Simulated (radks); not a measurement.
Values are calculated unless marked as measured or tabulated.
Task: These are the eigenvalues of the occupied orbitals of an atom or ion with whole-number occupations (eV). Code: a radial shooting solver on a logarithmic mesh with Libxc functionals. Model: scalar-relativistic Kohn-Sham, B86b exchange with PBE correlation, spin-unpolarised, spherical densities, finite nucleus; Fermi nuclear charge, rms radius of each element as measured or else 0.836 A^(1/3) + 0.57 fm.

orbital  eigenvalue
1s        -61232.59
2s        -10374.76
2p        -9144.950
3s        -2338.529
3p        -1967.658
3d        -1515.775
4s        -460.0927
4p        -338.3407
4d        -177.9819
5s         -54.9161
5p         -27.4362
6s          -3.9415
4f          -3.0315

Which element is it, and in what charge state? The configuration may be excited.

Result: Z = 70, ytterbium, charge 0: Yb in [Xe] 4f14 6s2. The list shows which subshells hold electrons but not how many an open one holds; the 1s level, -2250.3 hartree, gives Z - s = 67.1 by -(Z - s)^2/2, which with screening and relativity narrows Z to a few neighbours, and the depths of the outer levels then fix element, charge and occupations together.
